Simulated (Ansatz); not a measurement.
Isomers of Cu$_{8}$Te (singlet), relaxed with r2SCAN-D4/def2-SVP; total energies from Ansatz at PBE0-D4/def2-SVP.

| isomer | description | energy (Eh) |
| --- | --- | --- |
| A | point group C2v; 13 × Cu–Cu 2.36 to 2.46 Å; 4 × Cu–Te 2.63 Å | -13388.70354 |
| B | point group not assigned; 14 × Cu–Cu 2.32 to 2.57 Å; 4 × Cu–Te 2.54 to 2.72 Å | -13388.69682 |

In the def2 sets Te takes a core potential; there is no spin–orbit coupling.

The isomers come from a short search, and lower ones may exist.

Problem. Work out the relative energies (1 Eh = 2625.5 kJ/mol) and the Boltzmann populations at 800 K from electronic energies alone (R = 8.314 J/mol/K).

Solution. ΔE: A 0.0, B 17.6 kJ/mol. RT = 6.65 kJ/mol. Factors exp(−ΔE/RT): A 1, B 0.0709; sum 1.071. Populations: A 93.4 %, B 6.6 %. Zero-point energy, vibrational entropy and symmetry numbers are left out and can shift these; an error of 4 kJ/mol changes a ratio by a factor of 1.8. Over the other density-functional and correlated levels in def2 sets, the gap between A and B ranges from 14 to 18 kJ/mol.
